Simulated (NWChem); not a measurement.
System: C3H6OSi; SMILES C(#C)[SiH2]OC

Output (shortened):

```
             Northwest Computational Chemistry Package (NWChem) 7.3.0
             --------------------------------------------------------

 C1  symmetry detected

                             Geometry "geometry" -> ""
                             -------------------------

 Output coordinates in angstroms (scale by  1.889725989 to convert to a.u.)

  No.       Tag          Charge          X              Y              Z
 ---- ---------------- ---------- -------------- -------------- --------------
    1 Si                  14.0000     0.96158000    -0.02543786    -0.09366657
    2 C                    6.0000    -0.06342206     1.50289579     0.01176122
    3 C                    6.0000    -0.77302362     2.50405045     0.08517560
    4 O                    8.0000     0.08581106    -1.35972056     0.41773715
    5 C                    6.0000    -1.13877786    -1.74835667    -0.17779018
    6 H                    1.0000     2.13135554     0.07601499     0.83180021
    7 H                    1.0000     1.40931888    -0.17795396    -1.52367692
    8 H                    1.0000    -1.39184652     3.38988218     0.15208696
    9 H                    1.0000    -1.52766491    -2.63332249     0.36586924
   10 H                    1.0000    -1.01305485    -2.03044722    -1.24927177
   11 H                    1.0000    -1.90537548    -0.94181634    -0.12225280

 Effective nuclear repulsion energy (a.u.)     204.1206382781

                                 NWChem DFT Module
                                 -----------------

 Summary of "ao basis" -> "ao basis" (spherical)
 ------------------------------------------------------------------------------
       Tag                 Description            Shells   Functions and Types
 ---------------- ------------------------------  ------  ---------------------
 Si                         6-31+g*                 10       22   5s4p1d
 C                          6-31+g*                  8       18   4s3p1d
 O                          6-31+g*                  8       18   4s3p1d
 H                          6-31+g*                  2        2   2s

            General Information
            -------------------
          SCF calculation type: DFT
          Wavefunction type:  closed shell.
          No. of atoms     :    11
          No. of electrons :    46
           Alpha electrons :    23
            Beta electrons :    23
          Charge           :     0
          Spin multiplicity:     1
          Use of symmetry is: off; symmetry adaption is: off
          Maximum number of iterations: 150
          AO basis - number of functions:   106
                     number of shells:    54
          Convergence on energy requested:  1.00D-06
          Convergence on density requested:  1.00D-05
          Convergence on gradient requested:  5.00D-04

              XC Information
              --------------
                        BHLYP Method XC Functional
                     Hartree-Fock (Exact) Exchange  0.500
                        Slater Exchange Functional  0.500 local
                    Becke 1988 Exchange Functional  0.500 non-local
              Lee-Yang-Parr Correlation Functional  1.000

             Grid Information
             ----------------
          Grid used for XC integration:  medium
          Radial quadrature: Mura-Knowles
          Angular quadrature: Lebedev.
          Tag              B.-S. Rad. Rad. Pts. Rad. Cut. Ang. Pts.
          ---              ---------- --------- --------- ---------
          Si                  1.10       88          13.0       590
          C                   0.70       49          14.0       434
          O                   0.60       49          13.0       434
          H                   0.35       45          14.0       434
          Grid pruning is: on
          Number of quadrature shells:   554
          Spatial weights used:  Erf1

      Superposition of Atomic Density Guess
      -------------------------------------

 Sum of atomic energies:        -479.55439001

      Non-variational initial energy
      ------------------------------

 Total energy =    -481.731082
 1-e energy   =   -1063.012847
 2-e energy   =     377.161127
 HOMO         =      -0.342170
 LUMO         =      -0.013940

   convergence    iter        energy       DeltaE   RMS-Dens  Diis-err
 ---------------- ----- ----------------- --------- --------- ---------
 d= 0,ls=0.0,diis     1   -482.4030482960 -6.87D+02  1.73D-02  5.43D-01
 d= 0,ls=0.0,diis     2   -482.4358534138 -3.28D-02  6.24D-03  4.24D-01
 d= 0,ls=0.0,diis     3   -482.4746767287 -3.88D-02  1.61D-03  2.70D-02
 d= 0,ls=0.0,diis     4   -482.4771527957 -2.48D-03  6.34D-04  2.31D-03
 d= 0,ls=0.0,diis     5   -482.4774111298 -2.58D-04  2.57D-04  4.72D-04
  Resetting Diis
 d= 0,ls=0.0,diis     6   -482.4774691776 -5.80D-05  8.49D-05  2.97D-05
 d= 0,ls=0.0,diis     7   -482.4774728769 -3.70D-06  1.84D-05  7.32D-07
 d= 0,ls=0.0,diis     8   -482.4774729337 -5.69D-08  9.05D-06  5.16D-07

         Total DFT energy =     -482.477472933733
      One electron energy =    -1067.183482970378
           Coulomb energy =      428.431189763855
    Exchange-Corr. energy =      -47.845818005268
 Nuclear repulsion energy =      204.120638278059

 Numeric. integr. density =       46.000008895249

                       DFT Final Molecular Orbital Analysis
                       ------------------------------------

 Vector   21  Occ=2.000000D+00  E=-3.611624D-01
              MO Center= -1.4D-01, -1.1D+00, -1.3D-02, r^2= 2.7D+00
   Bfn.  Coefficient  Atom+Function         Bfn.  Coefficient  Atom+Function
  ----- ------------  ---------------      ----- ------------  ---------------
    63      0.386066   4 O  pz               67      0.288504   4 O  pz
    61     -0.241186   4 O  px               62      0.231198   4 O  py
    65     -0.177953   4 O  px               66      0.178640   4 O  py
   104      0.177187  10 H  s                50     -0.166254   3 C  s
    98      0.161731   7 H  s               103      0.154953  10 H  s

 Vector   22  Occ=2.000000D+00  E=-3.456367D-01
              MO Center= -3.7D-01,  1.8D+00,  6.7D-02, r^2= 2.2D+00
   Bfn.  Coefficient  Atom+Function         Bfn.  Coefficient  Atom+Function
  ----- ------------  ---------------      ----- ------------  ---------------
    43      0.315225   3 C  px               25      0.306217   2 C  px
    26      0.232206   2 C  py               44      0.224322   3 C  py
    29      0.188033   2 C  px               47      0.184539   3 C  px
    62      0.152615   4 O  py               30      0.129954   2 C  py
    48      0.122857   3 C  py               66      0.111515   4 O  py

 Vector   23  Occ=2.000000D+00  E=-3.398879D-01
              MO Center= -1.7D-01,  1.7D+00, -1.3D-02, r^2= 2.7D+00
   Bfn.  Coefficient  Atom+Function         Bfn.  Coefficient  Atom+Function
  ----- ------------  ---------------      ----- ------------  ---------------
    45      0.383877   3 C  pz               27      0.365971   2 C  pz
    49      0.223922   3 C  pz               31      0.216057   2 C  pz
    98      0.165748   7 H  s                96     -0.146969   6 H  s
    97      0.106955   7 H  s                 9     -0.103944   1 Si pz
    95     -0.092225   6 H  s                43      0.074021   3 C  px

[...]

                                NWChem TDDFT Module
                                -------------------

            General Information
            -------------------
           No. of orbitals :     212
            Alpha orbitals :     106
             Beta orbitals :     106
        Alpha frozen cores :       0
         Beta frozen cores :       0
     Alpha frozen virtuals :       0
      Beta frozen virtuals :       0
         Spin multiplicity :       1
    Number of AO functions :     106
        Use of symmetry is : off
      Symmetry adaption is : off
         Schwarz screening :  0.10D-07

              XC Information
              --------------
                 BHLYP Method XC Functional
              Hartree-Fock (Exact) Exchange   0.50
                 Slater Exchange Functional   0.50 local
             Becke 1988 Exchange Functional   0.50 non-local
       Lee-Yang-Parr Correlation Functional   1.00

             TDDFT Information
             -----------------
          Calculation type : Tamm-Dancoff TDDFT
         Wavefunction type : Restricted singlets
          No. of electrons :      46
           Alpha electrons :      23
            Beta electrons :      23
              No. of roots :       6
          Max subspacesize :    5200
            Max iterations :     100
               Target root :       1
           Target symmetry : none
      Symmetry restriction : off
                 Algorithm : Optimal
        Davidson threshold :  0.10D-03

    6 smallest eigenvalue differences (eV)
--------------------------------------------------------
  No. Spin  Occ  Vir  Irrep   E(Occ)    E(Vir)   E(Diff)
--------------------------------------------------------
    1    1   23   24 a        -0.340     0.011     9.557
    2    1   22   24 a        -0.346     0.011     9.713
    3    1   23   25 a        -0.340     0.020     9.806
    4    1   22   25 a        -0.346     0.020     9.962
    5    1   23   26 a        -0.340     0.031    10.080
    6    1   21   24 a        -0.361     0.011    10.135
--------------------------------------------------------

  Entering Davidson iterations
  Restricted singlet excited states

  Iter   NTrls   NConv    DeltaV     DeltaE      Time
  ----  ------  ------  ---------  ---------  ---------
    1      6       0     0.23E+00   0.10+100       15.7
    2     12       0     0.45E-01   0.65E-01       15.6
    3     18       0     0.77E-01   0.35E-01       16.0
    4     24       0     0.21E-01   0.87E-02       15.8
    5     30       0     0.45E-02   0.93E-03       16.2
    6     36       0     0.25E-02   0.76E-04       16.2
    7     42       2     0.12E-02   0.21E-04       15.6
    8     46       5     0.43E-03   0.29E-05       16.0
    9     47       5     0.16E-03   0.32E-06       15.5
   10     48       6     0.66E-04   0.46E-07       12.6
  ----  ------  ------  ---------  ---------  ---------
  Convergence criterion met

  Ground state a        -482.477472933733 a.u.

  ----------------------------------------------------------------------------
  Root   1 singlet a              0.209481937 a.u.                5.7003 eV
  ----------------------------------------------------------------------------
     Transition Moments    X  0.02679   Y  0.01309   Z  0.03475
     Dipole Oscillator Strength                    0.0002927702
     Electric Quadrupole                           0.0000000027
     Magnetic Dipole                               0.0000001069
     Total Oscillator Strength                     0.0002928798

     Occ.   19  a   ---  Virt.   24  a       -0.07639
     Occ.   20  a   ---  Virt.   24  a       -0.08963
     Occ.   21  a   ---  Virt.   24  a        0.09723
     Occ.   22  a   ---  Virt.   26  a        0.24671
     Occ.   22  a   ---  Virt.   30  a        0.05802
     Occ.   23  a   ---  Virt.   24  a       -0.85278
     Occ.   23  a   ---  Virt.   25  a        0.07080
     Occ.   23  a   ---  Virt.   26  a       -0.05732
     Occ.   23  a   ---  Virt.   27  a        0.10160
     Occ.   23  a   ---  Virt.   29  a       -0.13727
     Occ.   23  a   ---  Virt.   30  a       -0.16280
     Occ.   23  a   ---  Virt.   31  a       -0.14183
     Occ.   23  a   ---  Virt.   32  a        0.06876
     Occ.   23  a   ---  Virt.   33  a        0.10661
     Occ.   23  a   ---  Virt.   36  a        0.11375
     Occ.   23  a   ---  Virt.   37  a        0.07581
     Occ.   23  a   ---  Virt.   39  a       -0.09142
     Occ.   23  a   ---  Virt.   42  a       -0.14650
  ----------------------------------------------------------------------------
  Root   2 singlet a              0.222213015 a.u.                6.0467 eV
  ----------------------------------------------------------------------------
     Transition Moments    X -0.00092   Y  0.08123   Z -0.01278
     Dipole Oscillator Strength                    0.0010017332
     Electric Quadrupole                           0.0000000104
     Magnetic Dipole                               0.0000000150
     Total Oscillator Strength                     0.0010017586

     Occ.   19  a   ---  Virt.   26  a       -0.06385
     Occ.   20  a   ---  Virt.   26  a       -0.08311
     Occ.   21  a   ---  Virt.   24  a       -0.08029
     Occ.   21  a   ---  Virt.   26  a        0.06980
     Occ.   22  a   ---  Virt.   24  a        0.65569
     Occ.   22  a   ---  Virt.   25  a       -0.06153
     Occ.   22  a   ---  Virt.   26  a        0.10180
     Occ.   22  a   ---  Virt.   27  a       -0.07220
     Occ.   22  a   ---  Virt.   29  a        0.10107
     Occ.   22  a   ---  Virt.   30  a        0.13657
     Occ.   22  a   ---  Virt.   31  a        0.09949
     Occ.   22  a   ---  Virt.   33  a       -0.08181
     Occ.   22  a   ---  Virt.   36  a       -0.07383
     Occ.   22  a   ---  Virt.   37  a       -0.05323
     Occ.   22  a   ---  Virt.   39  a        0.06622
     Occ.   22  a   ---  Virt.   42  a        0.10576
     Occ.   23  a   ---  Virt.   24  a        0.07013
     Occ.   23  a   ---  Virt.   25  a        0.07825
     Occ.   23  a   ---  Virt.   26  a       -0.59790
     Occ.   23  a   ---  Virt.   27  a       -0.11105
     Occ.   23  a   ---  Virt.   29  a        0.05263
     Occ.   23  a   ---  Virt.   30  a       -0.11441
     Occ.   23  a   ---  Virt.   31  a        0.11437
     Occ.   23  a   ---  Virt.   34  a       -0.06879
     Occ.   23  a   ---  Virt.   40  a        0.09114
     Occ.   23  a   ---  Virt.   44  a       -0.05334
  ----------------------------------------------------------------------------
  Root   3 singlet a              0.225812505 a.u.                6.1447 eV
  ----------------------------------------------------------------------------
     Transition Moments    X  0.04219   Y  0.01820   Z  0.03354
     Dipole Oscillator Strength                    0.0004871449
     Electric Quadrupole                           0.0000000034
     Magnetic Dipole                               0.0000000026
     Total Oscillator Strength                     0.0004871509

     Occ.   20  a   ---  Virt.   26  a        0.07081
     Occ.   21  a   ---  Virt.   26  a        0.11776
     Occ.   22  a   ---  Virt.   24  a        0.08201
     Occ.   22  a   ---  Virt.   25  a        0.11694
     Occ.   22  a   ---  Virt.   26  a       -0.85139
     Occ.   22  a   ---  Virt.   27  a       -0.15736
     Occ.   22  a   ---  Virt.   29  a        0.07770
     Occ.   22  a   ---  Virt.   30  a       -0.16059
     Occ.   22  a   ---  Virt.   31  a        0.16380
     Occ.   22  a   ---  Virt.   33  a        0.06687
     Occ.   22  a   ---  Virt.   34  a       -0.08774
     Occ.   22  a   ---  Virt.   36  a       -0.05526
     Occ.   22  a   ---  Virt.   40  a        0.13459
     Occ.   22  a   ---  Virt.   41  a       -0.06766
     Occ.   22  a   ---  Virt.   43  a        0.07350
     Occ.   22  a   ---  Virt.   44  a       -0.07804
     Occ.   22  a   ---  Virt.   50  a        0.05265
     Occ.   23  a   ---  Virt.   24  a       -0.25486
     Occ.   23  a   ---  Virt.   26  a       -0.06255
     Occ.   23  a   ---  Virt.   30  a       -0.05116
  ----------------------------------------------------------------------------
  Root   4 singlet a              0.269640629 a.u.                7.3373 eV
  ----------------------------------------------------------------------------
     Transition Moments    X -0.13075   Y  0.04725   Z -0.01238
     Dipole Oscillator Strength                    0.0035019658
     Electric Quadrupole                           0.0000000540
     Magnetic Dipole                               0.0000006843
     Total Oscillator Strength                     0.0035027041

[...]
```

Level: BHandHLYP/6-31+G* (spherical d), TDA. All runs use the structure optimised with PBE-D3(BJ)/def2-SVP.

**Question.** Write an input that gives this output.

**Answer.** Several could match; the one computed here: the input that was run:
```
start job
memory heap 200 mb stack 900 mb global 1100 mb
geometry units angstroms noautoz
  Si     0.966992    -0.037865    -0.057365
  C     -0.080681     1.476558     0.022961
  C     -0.805183     2.468093     0.079440
  O      0.103500    -1.380493     0.453073
  C     -1.107663    -1.790941    -0.155142
  H      2.123103     0.087166     0.882279
  H      1.435372    -0.194880    -1.480259
  H     -1.437217     3.345556     0.131483
  H     -1.491099    -2.677171     0.390327
  H     -0.964076    -2.079351    -1.222689
  H     -1.886182    -0.994938    -0.115759
end
basis spherical
  * library 6-31+g*
end
dft
  xc bhlyp
  iterations 150
end
tddft
  cis
  nroots 6
  notriplet
end
task tddft energy
```
